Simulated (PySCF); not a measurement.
**Frontier levels across methods**

Species: C₄H₅B.
Geometry (PBE0-D3(BJ)/def2-SVP, Å), atoms numbered from 1 in this order:
```
atom  x, y, z in Å
C1     2.354   -0.663    0.481
C2     1.461    0.113    0.181
B3     0.353    1.087   -0.191
C4    -1.114    0.621   -0.352
C5    -1.483   -0.663   -0.189
H6     3.149   -1.338    0.744
H7     0.651    2.248   -0.359
H8    -1.890    1.350   -0.612
H9    -0.745   -1.430    0.071
H10   -2.520   -0.998   -0.305
```

Basis pcSseg-2 throughout (PySCF), one geometry. One conformer (not necessarily the lowest) at the PBE0-D3(BJ)/def2-SVP geometry, without solvent, vibrations or thermal averaging.

Q: How do the orbital energies, the gap and the dipole change with the method?

A: 
| method | kind | HOMO (eV) | LUMO (eV) | gap (eV) | μ (D) | SCF cycles |
| --- | --- | --- | --- | --- | --- | --- |
| BLYP | GGA | -6.56 | -3.16 | 3.40 | 1.32 | 16 |
| B97-D | GGA | -6.66 | -3.16 | 3.50 | 1.32 | 16 |
| OPBE | GGA | -6.68 | -3.24 | 3.44 | 1.35 | 17 |
| PBE | GGA | -6.72 | -3.34 | 3.37 | 1.34 | 16 |
| KT2 | GGA | -6.72 | -3.30 | 3.42 | 1.36 | 16 |
| KT3 | GGA | -6.72 | -3.24 | 3.48 | 1.33 | 16 |
| BP86 | GGA | -6.80 | -3.41 | 3.40 | 1.35 | 16 |
| LDA | LDA | -6.87 | -3.60 | 3.28 | 1.36 | 16 |
| B97-2 | global hybrid | -7.67 | -2.42 | 5.24 | 1.31 | 14 |
| B3LYP | global hybrid | -7.70 | -2.61 | 5.09 | 1.30 | 14 |
| PBE0 | global hybrid | -7.93 | -2.43 | 5.50 | 1.32 | 14 |
| mPW1PW91 | global hybrid | -7.95 | -2.43 | 5.52 | 1.32 | 14 |
| BHandHLYP | global hybrid | -8.92 | -1.38 | 7.54 | 1.28 | 13 |
| CAM-B3LYP | range-separated hybrid | -9.30 | -1.34 | 7.96 | 1.27 | 13 |
| wB97X-D | range-separated hybrid | -9.80 | -0.63 | 9.18 | 1.27 | 13 |
| HF | Hartree–Fock | -10.26 | 1.14 | 11.41 | 1.29 | 12 |
| LC-wPBE | range-separated hybrid | -10.72 | -0.26 | 10.46 | 1.24 | 14 |

The HOMO spans 4.15 eV, from BLYP down to LC-wPBE, and the gap runs from 3.28 eV (LDA) to 11.41 eV (HF). Over the methods BLYP (0 %), B97-D (0 %), OPBE (0 %), PBE (0 %), KT2 (0 %), KT3 (0 %), BP86 (0 %), LDA (0 %), B97-2 (21 %), B3LYP (20 %), PBE0 (25 %), mPW1PW91 (25 %), BHandHLYP (50 %), HF (100 %), a straight line through the gap against the share of exact exchange rises by 0.81 eV for each 10 % (correlation coefficient 0.999). The dipole ranges from 1.24 D (LC-wPBE) to 1.36 D (KT2). This basis has no diffuse functions.
